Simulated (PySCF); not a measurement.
Vertical excitations of a molecule CH₃Cl₂NSi₂ from TDA-LC-ωPBE/def2-SVPD run with PySCF, as energy in eV (oscillator strength): 3.84 (0.000), 5.90 (0.000), 6.24 (0.010), 6.31 (0.006), 6.94 (0.001), 7.17 (0.076), 7.23 (0.162), 7.46 (0.044), 7.85 (0.049), 7.95 (0.186). Lowest triplet (TDA): 3.01 eV. Coordinates come from a PBE0-D3(BJ)/def2-SVP optimisation. Other conformers were not sampled.

Q: Which structure fits?
A) Cl[Si@H]1C=N[Si@@H]1Cl
B) Cl[Si]1(Cl)C=N[SiH2]1
C) Cl[Si]1(Cl)N=C[SiH2]1

A: C, Cl[Si]1(Cl)N=C[SiH2]1
